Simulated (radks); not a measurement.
The numbers below are computed, except where a source is named.
How relativity changes the ionisation of the calcium ion Ca+ ([Ar] 4s1) to Ca2+ ([Ar]). Spin-unpolarised spherical Kohn-Sham, PBE, point nucleus unless stated (finite: rms radius 3.4776 fm), a radial shooting solver on a logarithmic mesh with Libxc functionals. A level marked "c x" has the speed of light scaled by that factor.

level	E(Ca+) (hartree)	E(Ca2+) (hartree)	IE (eV)	HOMO	<r> HOMO (bohr)
non-rel.	-677.11779	-676.68516	11.772	4s	3.616
scalar-rel.	-680.09330	-679.65892	11.820	4s	3.602
scalar-rel., finite nucleus	-680.09218	-679.65780	11.820	4s	3.602
Dirac	-680.09782	-679.66344	11.820	4s1/2	3.602
Dirac, finite nucleus	-680.09670	-679.66232	11.820	4s1/2	3.602
Dirac, c x 0.85	-681.25914	-680.82408	11.839	4s1/2	3.596
Dirac, c x 1.25	-679.01783	-678.58408	11.803	4s1/2	3.607
Dirac, c x 1.5	-678.43457	-678.00117	11.793	4s1/2	3.610

NIST Atomic Spectra Database: 11.872 eV (measured). The relativistic part of the total energy of Ca+ is -2.979 hartree (Dirac, finite nucleus), 0.44 % of the non-relativistic value. Spin polarisation and multiplet splitting of open shells are left out at every level.

Beside tabulated values, note that spin-unpolarised runs miss the spin-polarisation part of the exchange energy of open shells.
